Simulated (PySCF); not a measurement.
**Stationary points of [AlCl4]-**

All numbers come from B3LYP/[Al def2-SVPD, Cl def2-SVPD], no relativity, density fitting, PySCF.

Relaxations began from a few typed shapes. The search is not exhaustive: other isomers or separated fragments can lie lower, and high-lying points may rest on an excited occupation.

Which is the lowest minimum found?
A. singlet D4h: Al–Cl 2.241 Å (×4); Cl–Al–Cl 90.0° (×4), Cl–Al–Cl 180.0° (×2)
B. singlet Td: Al–Cl 2.186 Å (×4); Cl–Al–Cl 109.5° (×6)

B. The others lie at 171.0 (singlet D4h, a saddle point) kJ/mol above it.

Counting electrons, aluminium keeps none of its valence electrons outside its bonds, so the VSEPR class is AX4 and the expected shape is tetrahedral (Td), as computed.

For the lowest minimum: the lowest empty level of this anion is unbound, so it and the gap depend on the basis.
